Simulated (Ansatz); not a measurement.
Ansatz results at the PBE0-D4/def2-TZVP geometry: LUMO energy (PBE/def2-TZVPP) -0.66 eV; HOMO energy (B3LYP/def2-TZVPP) -6.91 eV; LUMO energy (PBE0/def2-TZVPP) 0.25 eV.

Each molecule was computed in one conformer, which needn't be the lowest.

Question: Which molecule gave them?
A. `CO[CH2][SbH2]`
B. `OCC[SiH2]S`
C. `COCS[SiH3]`
D. `CNC1=CB1`

Answer: C. The others give `OCC[SiH2]S`: -0.31, -6.80, 0.58; `CNC1=CB1`: -0.30, -6.53, 0.69; `CO[CH2][SbH2]`: -1.02, -6.91, -0.25.

B3LYP here is the variant with VWN-RPA as its local correlation; programs differ in this.
